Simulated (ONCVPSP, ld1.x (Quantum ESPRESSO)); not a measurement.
## Hardness and transferability of assorted potentials

Generated with ld1.x 7.5 (TM, RRKJ, ultrasoft, PAW), atompaw 4.2 or ONCVPSP 4.0.1. The cutoff is in Ry: for ld1.x and atompaw files where the sum of valence levels is converged to 10 mRy in a Bessel basis, for ONCV files where the hardest occupied wave has 1 mHa per electron of residual kinetic energy. The error is the largest all-electron minus pseudo excitation energy over each file’s own four to seven test configurations (ionisations up to +4, promotions, holes and added fractions of an electron), all of which were solved. The labels leave out finer settings (local radius, basis sizes, second energies), which also bear on the numbers. Spin-polarised tests are not counted. The rows are a selection from randomly drawn settings: files with unsolved tests, undetermined cutoffs or missed reference levels are left out.

A true bound ghost makes a file unfit for plane-wave use even where its test errors are small: the radial tests pick states by their node count and pass the ghost by.

| element | potential | cutoff (Ry) | largest error (meV) | bound ghosts |
| --- | --- | --- | --- | --- |
| B | PAW, PBEsol, scalar-relativistic, rc 1.55/2.60 (sp), local smoothed, core correction yes, reference 2s1 2p2 | 8 | -16 | none |
| Te | TM, PBE, scalar-relativistic, rc 1.45/1.70/1.45 (spd), local s, core correction no, reference 4d10 5s2 5p3 | 100 | -265 | none |

(1) Fill in the row for Sb: TM, LDA (PZ), scalar-relativistic, rc 1.60/1.90 (sp), local smoothed, core correction yes, reference 5s2 5p3.

(2) Fill in the row for Br: ONCV, LDA (Perdew-Zunger), scalar-relativistic, rc 1.45/1.50/1.00 (spd), local smoothed, core correction yes, reference 3d10 4s2 4p4, qcut 3.8/4.5/14.6, projectors 2/2/2.

(3) Fill in the row for N: ONCV, PBE, scalar-relativistic, rc 1.10/1.20 (sp), local smoothed, core correction yes, reference 2s2 2p3, qcut 6.8/6.9, projectors 2/1.

Answers

(1) cutoff 35 Ry, largest error -529 meV, bound ghosts: s, d.

(2) cutoff 192 Ry, largest error +3.1 meV, bound ghosts: s.

(3) cutoff 86 Ry, largest error +563 meV, bound ghosts: none.
